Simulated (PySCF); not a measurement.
Isomers of C6H10FNS, mass 147.052 u with the commonest isotopes. Computed with PBE0/pcSseg-1 in PySCF (dipole) on a GFN2-xTB geometry, gas phase. One conformer each, none proved a minimum here; rigid rotors.

Task: Order these by out-of-plane moment Σ m c² = (Ia + Ib − Ic)/2, smallest first.
A. `[CH2:1]=[CH:2][C@:3]([CH3:4])([F:5])[C:6](=[S:7])[NH:8][CH3:9]` with C1–C2–C3–C4 122°, C2–C3–C6–S7 -68°, C3–C6–N8–C9 -179°
B. `[H]/[N:9]=[CH:8]/[C@H:6](/[C:3]([S:2][CH3:1])=[CH:4]/[F:5])[CH3:7]` with C1–S2–C3–C4 -14°, S2–C3–C6–C7 -94°, C3–C6–C8–N9 128°
C. `[CH3:1][C@@H:2]1[CH:3]=[N:4][CH2:5][C@H:6]([F:7])[C@@H:8]1[SH:9]` with C6–C8–S9–H -50°, C1–C2–C3–N4 -110°, C3–N4–C5–C6 12°, N4–C5–C6–F7 83°, C5–C6–C8–S9 -176°
D. `[CH3:1][S:2][C:3]1=[C:4]([F:5])[N:6]([CH3:7])[CH2:8][CH2:9]1` with C1–S2–C3–C4 -18°, C3–C4–N6–C7 149°, C4–N6–C8–C9 -19°, N6–C8–C9–C3 17°, S2–C3–C9–C8 174°

Result: D (11.67 u·Å²), B (49.74 u·Å²), C (79.30 u·Å²), A (102.63 u·Å²).

Task: Order these by rotational constant A, largest first.
A. `[CH2:1]=[CH:2][C@:3]([CH3:4])([F:5])[C:6](=[S:7])[NH:8][CH3:9]` with C1–C2–C3–C4 122°, C2–C3–C6–S7 -68°, C3–C6–N8–C9 -179°
B. `[CH3:1][S:2][C:3]1=[C:4]([F:5])[N:6]([CH3:7])[CH2:8][CH2:9]1` with C1–S2–C3–C4 -18°, C3–C4–N6–C7 149°, C4–N6–C8–C9 -19°, N6–C8–C9–C3 17°, S2–C3–C9–C8 174°
C. `[H]/[N:9]=[CH:8]/[C@H:6](/[C:3]([S:2][CH3:1])=[CH:4]/[F:5])[CH3:7]` with C1–S2–C3–C4 -14°, S2–C3–C6–C7 -94°, C3–C6–C8–N9 128°
D. `[CH3:1][C@@H:2]1[CH:3]=[N:4][CH2:5][C@H:6]([F:7])[C@@H:8]1[SH:9]` with C6–C8–S9–H -50°, C1–C2–C3–N4 -110°, C3–N4–C5–C6 12°, N4–C5–C6–F7 83°, C5–C6–C8–S9 -176°

Result: B (2480 MHz), C (2222 MHz), D (2022 MHz), A (1824 MHz).

Task: Order these by rotational constant C, smallest first.
A. `[CH3:1][C@@H:2]1[CH:3]=[N:4][CH2:5][C@H:6]([F:7])[C@@H:8]1[SH:9]` with C6–C8–S9–H -50°, C1–C2–C3–N4 -110°, C3–N4–C5–C6 12°, N4–C5–C6–F7 83°, C5–C6–C8–S9 -176°
B. `[CH2:1]=[CH:2][C@:3]([CH3:4])([F:5])[C:6](=[S:7])[NH:8][CH3:9]` with C1–C2–C3–C4 122°, C2–C3–C6–S7 -68°, C3–C6–N8–C9 -179°
C. `[CH3:1][S:2][C:3]1=[C:4]([F:5])[N:6]([CH3:7])[CH2:8][CH2:9]1` with C1–S2–C3–C4 -18°, C3–C4–N6–C7 149°, C4–N6–C8–C9 -19°, N6–C8–C9–C3 17°, S2–C3–C9–C8 174°
D. `[H]/[N:9]=[CH:8]/[C@H:6](/[C:3]([S:2][CH3:1])=[CH:4]/[F:5])[CH3:7]` with C1–S2–C3–C4 -14°, S2–C3–C6–C7 -94°, C3–C6–C8–N9 128°

Result: D (708.2 MHz), C (745.7 MHz), B (916.4 MHz), A (992.9 MHz).

```tsv
SMILES	point group	Ia (u·Å²)	Ib (u·Å²)	Ic (u·Å²)	κ	μa (D)	μb (D)	μc (D)
C=C[C@](C)(F)C(=S)NC	C1	277.00	479.73	551.47	-0.70	0.27	2.76	0.28
[H]/N=C/[C@@H](C)/C(=C/F)SC	C1	227.42	585.64	713.57	-0.80	0.31	0.36	0.89
C[C@@H]1C=NC[C@H](F)[C@@H]1S	C1	249.90	417.68	508.98	-0.58	0.18	0.26	0.72
CSC1=C(F)N(C)CC1	C1	203.79	497.26	677.72	-0.69	1.77	0.02	0.13
```
